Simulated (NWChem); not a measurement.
System meant: C3, singlet; SMILES [C]=C=[C]

Here is an NWChem input.

```
start job
memory heap 200 mb stack 900 mb global 1100 mb
geometry units angstroms noautosym nocenter noautoz
  C     -1.294953     0.065143     0.019939
  C      0.000451     0.008371    -0.000002
  C      1.294503    -0.073514    -0.019937
end
basis spherical
  * library def2-svp
end
dft
  xc xtpss03 ctpss03
  iterations 150
end
property
  shielding 2 1 2
end
task dft property
```

End of the output:

```
 Vector   12  Occ=0.000000D+00  E= 3.463083D-02
              MO Center=  7.6D-04,  1.5D-02, -2.8D-06, r^2= 2.5D+00
   Bfn.  Coefficient  Atom+Function         Bfn.  Coefficient  Atom+Function
  ----- ------------  ---------------      ----- ------------  ---------------
    22      0.766864  2 C  py                 8     -0.550024  1 C  py
    36     -0.550449  3 C  py                19      0.532117  2 C  py
     5     -0.367883  1 C  py                33     -0.368578  3 C  py
    17      0.050256  2 C  s                 21      0.041062  2 C  px
     7     -0.033483  1 C  px                18      0.028492  2 C  px

 center of mass
 --------------
 x =   0.00000063 y =   0.00000000 z =   0.00000000

 moments of inertia (a.u.)
 ------------------
           0.450512902588           7.692819944483           2.212427543318
           7.692819944483         143.704050616574          -0.118467265390
           2.212427543318          -0.118467265390         144.086423524450

     Multipole analysis of the density
     ---------------------------------

     L   x y z        total         alpha         beta         nuclear
     -   - - -        -----         -----         ----         -------
     0   0 0 0     -0.000000     -9.000000     -9.000000     18.000000

     1   1 0 0      0.000119      0.000054      0.000054      0.000011
     1   0 1 0      0.008995      0.004498      0.004498      0.000000
     1   0 0 1      0.000003      0.000002      0.000002      0.000000

     2   2 0 0    -16.878290    -44.356640    -44.356640     71.834990
     2   1 1 0      0.255431      2.050921      2.050921     -3.846410
     2   1 0 1      0.073465      0.589839      0.589839     -1.106214
     2   0 2 0    -12.121690     -6.164956     -6.164956      0.208221
     2   0 1 1     -0.003934     -0.031584     -0.031584      0.059234
     2   0 0 2    -12.108776     -6.062906     -6.062906      0.017035

          -----------------------------------------
          Chemical Shielding Tensors (GIAO, in ppm)
          -----------------------------------------

 ------------------------------------------------------------------------
  xtpss03: d2 not coded                    0
 ------------------------------------------------------------------------
 ------------------------------------------------------------------------
  current input line :
    18: task dft property
 ------------------------------------------------------------------------
 ------------------------------------------------------------------------
 This error has not yet been assigned to a category
 ------------------------------------------------------------------------
 For more information see the NWChem manual at https://nwchemgit.github.io

0: xtpss03: d2 not coded:Received an Error in Communication
```

**Question.** Find the fault in this run and fix the input.

**Answer.** The run crashed. Cause: this functional's second derivatives, which shieldings need, aren't coded here; the fix takes a hybrid GGA instead. This input runs:
```
start job
memory heap 200 mb stack 900 mb global 1100 mb
geometry units angstroms noautosym nocenter noautoz
  C     -1.294953     0.065143     0.019939
  C      0.000451     0.008371    -0.000002
  C      1.294503    -0.073514    -0.019937
end
basis spherical
  C library def2-svp
end
dft
  xc pbe0
  iterations 150
end
property
  shielding 2 1 2
end
task dft property
```
It converges to -113.80158 Ha (PBE0/def2-SVP, GIAO).
